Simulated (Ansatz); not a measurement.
Calculated with Ansatz (gas phase, PBE0-D4/def2-TZVP geometries, no zero-point term in ΔE). CCSD(T)/CBS adds triple-zeta CCSD(T) − MP2 to the extrapolated MP2 energy (def2 sets, frozen cores). Functionals use def2-TZVPP. Elements past krypton have def2 core potentials. For Sn outer-core shells are correlated without core-valence functions, which leaves a few kJ/mol of doubt a bond.

Consider the isomerisation: `C[SiH]1[CH2][SnH2]1` → `[SiH3][CH]1[CH2][SnH2]1`.

| level | ΔE (kJ/mol) |
| --- | --- |
| r2SCAN | 56.4 |
| PBE0 | 65.1 |

Question: What does CCSD(T)/CBS give? (Estimate.)

Answer: Computed: +53.3 kJ/mol. The listed levels differ from it by 3.1, 11.8 kJ/mol.

Largest T1 diagnostic among the species: 0.016.

From PBE to PBE0 (25 % exact exchange), in def2-TZVPP and without D4, ΔE moves by +11.7 kJ/mol. The D4 term adds −6.5 kJ/mol with B3LYP and −3.2 kJ/mol with PBE0; it sums over pairs of atoms, weighted by their polarisabilities, and B3LYP, whose exchange is more repulsive, gets the larger term. In def2-TZVPP, CCSD(T) changes the Hartree–Fock value by +17.3 kJ/mol (the triples alone add −0.4 kJ/mol) and MP2 by +23.6 kJ/mol.

B3LYP here is the variant with VWN-RPA as its local correlation; programs differ in this.
